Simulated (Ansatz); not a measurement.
`[F][GaH][ZnH]` + `O[SiH3]` → `[F][GaH][O][SiH3]` + `[ZnH2]` at 700 K and 1 bar (cleavage of the Ga–Zn bond).

Isolated molecules relaxed with PBE0-D4/def2-TZVP in Ansatz; ΔE leaves out vibrations. CCSD(T)/CBS is the MP2 limit (def2-TZVPP, def2-QZVPP) plus CCSD(T) − MP2 in def2-TZVPP, frozen cores. For Ga, Zn outer-core shells are correlated without core-valence functions, which leaves a few kJ/mol of doubt a bond. Scalar relativity is left out up to krypton. One conformer a species, not always the lowest.

```json
{"species": "`[F][GaH][ZnH]`", "CCSD(T)/CBS energy (Eh)": "-3803.33961", "H − E (kJ/mol)": "90.3", "S (J/(mol·K))": "393.1"}
{"species": "`O[SiH3]`", "CCSD(T)/CBS energy (Eh)": "-366.69042", "H − E (kJ/mol)": "144.6", "S (J/(mol·K))": "321.6"}
{"species": "`[F][GaH][O][SiH3]`", "CCSD(T)/CBS energy (Eh)": "-2390.49581", "H − E (kJ/mol)": "170.6", "S (J/(mol·K))": "462.2"}
{"species": "`[ZnH2]`", "CCSD(T)/CBS energy (Eh)": "-1779.54550", "H − E (kJ/mol)": "57.4", "S (J/(mol·K))": "237.3"}
```

H − E and S are ideal-gas, rigid-rotor, harmonic terms from PBE0-D4/def2-TZVP, for one conformer and one mirror image of each species. 1 Eh = 2625.50 kJ/mol, R = 8.31446 J/(mol·K).

Q: By hand: ΔE, ΔH, ΔS and ΔG.

A: ΔE = (-2390.49581) + (-1779.54550) − (-3803.33961) − (-366.69042) = -0.01128 Eh = -29.6 kJ/mol. Δ(H − E) = 170.6 + 57.4 − 90.3 − 144.6 = -6.9, so ΔH = -36.5 kJ/mol. ΔS = 462.2 + 237.3 − 393.1 − 321.6 = -15.2 J/(mol·K). ΔG = -36.5 − 700 × (-15.2)/1000 = -25.9 kJ/mol.

Q: By hand: the equilibrium constant, and the temperature at which ΔG would vanish if ΔH and ΔS stayed fixed.

A: log₁₀ K = −ΔG/(RT ln 10) = 1.9. ΔG = 0 at ΔH/ΔS = 2401 K, though so small a ΔS makes that figure unsure.

ΔH outweighs TΔS. A doubt of 5 kJ/mol in ΔE shifts log₁₀ K by 0.4 here. Other conformers and mirror images would add mixing entropy, several J/(mol·K) or more a flexible species. Modes under 60 cm⁻¹, often nearly free rotors, make the harmonic entropy too high. These are equilibria of isolated gas molecules and say nothing of rates. Largest T1 diagnostic: 0.016 (customary marks: 0.02 for closed shells, 0.045 for open ones).
